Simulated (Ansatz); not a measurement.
Born–Oppenheimer molecular dynamics of BFH4O2 (8 atoms, charge 0, multiplicity 1). It starts at the highest image of a converged band, a first-order saddle point between two minima.

The calculation used RKS r2SCAN-D4/def2-SVP (Ansatz).

```json
{
  "ensemble": "NVE (velocity Verlet)",
  "time step": "0.5 fs",
  "steps asked": "200",
  "starting velocities drawn for": "100 K",
  "seed": "10490"
}
```

Frames 0.5 fs apart, positions in Å.

Velocities at 25 fs (Å/ps):

```
B -2.61 -14.37 17.46
F 2.26 -1.80 -11.15
O -2.56 1.07 2.06
H -6.30 6.55 -1.88
H 6.56 2.56 12.16
O 1.99 7.41 1.11
H -2.26 3.33 -17.10
H -3.69 40.88 -20.48
```

```xyz
8
Properties=species:S:1:pos:R:3 time_fs=25 energy_less_start_eV=-0.545 T=801
B 0.015 0.089 0.202
F -0.296 -0.368 1.512
O 1.363 -0.029 -0.243
H 1.473 -0.700 -0.924
H -0.891 -0.105 -0.593
O -0.008 1.658 0.714
H 0.924 1.977 0.718
H -0.276 1.469 1.614
8
Properties=species:S:1:pos:R:3 time_fs=25.5 energy_less_start_eV=-0.543 T=800
B 0.014 0.082 0.211
F -0.294 -0.369 1.507
O 1.361 -0.028 -0.241
H 1.470 -0.696 -0.925
H -0.888 -0.104 -0.587
O -0.007 1.662 0.715
H 0.922 1.978 0.709
H -0.278 1.490 1.605
8
Properties=species:S:1:pos:R:3 time_fs=26 energy_less_start_eV=-0.538 T=793
B 0.013 0.074 0.220
F -0.293 -0.370 1.501
O 1.360 -0.028 -0.240
H 1.466 -0.693 -0.926
H -0.884 -0.102 -0.581
O -0.006 1.666 0.715
H 0.919 1.979 0.701
H -0.280 1.510 1.600
8
Properties=species:S:1:pos:R:3 time_fs=26.5 energy_less_start_eV=-0.534 T=789
B 0.012 0.067 0.228
F -0.292 -0.371 1.496
O 1.358 -0.027 -0.239
H 1.462 -0.689 -0.927
H -0.881 -0.101 -0.575
O -0.004 1.670 0.715
H 0.916 1.979 0.693
H -0.283 1.530 1.599
8
Properties=species:S:1:pos:R:3 time_fs=27 energy_less_start_eV=-0.533 T=787
B 0.011 0.060 0.236
F -0.291 -0.373 1.490
O 1.357 -0.027 -0.238
H 1.459 -0.685 -0.929
H -0.878 -0.099 -0.569
O -0.003 1.675 0.714
H 0.913 1.979 0.685
H -0.287 1.551 1.602
8
Properties=species:S:1:pos:R:3 time_fs=27.5 energy_less_start_eV=-0.530 T=783
B 0.010 0.053 0.245
F -0.290 -0.374 1.485
O 1.355 -0.026 -0.236
H 1.455 -0.682 -0.930
H -0.875 -0.098 -0.564
O -0.002 1.679 0.713
H 0.911 1.980 0.678
H -0.291 1.571 1.610
8
Properties=species:S:1:pos:R:3 time_fs=28 energy_less_start_eV=-0.520 T=770
B 0.009 0.046 0.252
F -0.289 -0.376 1.480
O 1.353 -0.026 -0.235
H 1.451 -0.678 -0.932
H -0.873 -0.096 -0.558
O -0.001 1.684 0.712
H 0.910 1.980 0.671
H -0.295 1.592 1.621
8
Properties=species:S:1:pos:R:3 time_fs=28.5 energy_less_start_eV=-0.499 T=743
B 0.009 0.039 0.260
F -0.287 -0.378 1.475
O 1.352 -0.025 -0.233
H 1.447 -0.675 -0.934
H -0.872 -0.095 -0.554
O 0.000 1.688 0.711
H 0.910 1.981 0.665
H -0.299 1.613 1.633
8
Properties=species:S:1:pos:R:3 time_fs=29 energy_less_start_eV=-0.468 T=703
B 0.009 0.033 0.267
F -0.286 -0.380 1.470
O 1.350 -0.025 -0.231
H 1.442 -0.672 -0.936
H -0.871 -0.093 -0.550
O 0.001 1.693 0.709
H 0.912 1.982 0.659
H -0.302 1.635 1.646
8
Properties=species:S:1:pos:R:3 time_fs=29.5 energy_less_start_eV=-0.431 T=656
B 0.009 0.026 0.273
F -0.285 -0.383 1.466
O 1.348 -0.024 -0.230
H 1.438 -0.668 -0.938
H -0.870 -0.093 -0.546
O 0.002 1.698 0.708
H 0.916 1.983 0.653
H -0.304 1.658 1.656
8
Properties=species:S:1:pos:R:3 time_fs=30 energy_less_start_eV=-0.395 T=610
B 0.010 0.021 0.278
F -0.284 -0.385 1.462
O 1.346 -0.024 -0.228
H 1.433 -0.664 -0.941
H -0.871 -0.092 -0.543
O 0.002 1.703 0.707
H 0.922 1.985 0.648
H -0.304 1.681 1.664
8
Properties=species:S:1:pos:R:3 time_fs=30.5 energy_less_start_eV=-0.366 T=572
B 0.010 0.015 0.282
F -0.283 -0.388 1.459
O 1.344 -0.024 -0.226
H 1.429 -0.660 -0.944
H -0.872 -0.092 -0.541
O 0.003 1.708 0.706
H 0.928 1.987 0.644
H -0.302 1.705 1.669
```

Of the whole run (100 fs, mean temperature of the second half 706 K): The conserved energy stayed within 0.15 meV per atom of its start (net change -0.019 meV per atom), so the integration is sound. The kinetic energy rose, since the run started high on the potential surface and went downhill. It ends in pieces (BFH2O + H2O), so much of that is their flight and rotation, not heat. A run of 0.1 ps of so small a system gives no equilibrium averages. The orbitals stay closed-shell, which can raise the energy where a bond breaks towards radicals; this wasn't checked here.

Run time: 110 s on 2 threads of AMD EPYC 9R45 96-Core Processor (Zen 5), with other jobs on the host, peak memory 0.17 GiB.
